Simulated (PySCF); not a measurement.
System: C₄H₂FS, net charge -1, singlet state. It need not be the lowest isomer of its formula. Whether it binds its extra electron was not tested at this geometry. SMILES: Fc1c[c-]cs1
Geometry: optimised at B3LYP-D3(BJ)/def2-TZVP (Ansatz).

Dispersion corrections to the total energy (kcal/mol) from the dftd3 and dftd4 libraries through PySCF: D3(BJ) without and D4 with the three-body term, each with the damping fitted for the functional named.

| functional | D3(BJ) | D4 |
|---|---|---|
| B2GP-PLYP | -3.62 | -2.42 |
| BLYP | -11.08 | … |
| HF | … | -22.41 |
| revPBE | … | -19.24 |
| CAM-B3LYP | -3.97 | -4.93 |
| PBE | -4.99 | -5.87 |
| TPSS | -6.35 | -7.97 |

**Question.** Fill in the missing entries.

**Answer.** 
- BLYP, D4: -13.32
- HF, D3(BJ): -43.95
- revPBE, D3(BJ): -12.81
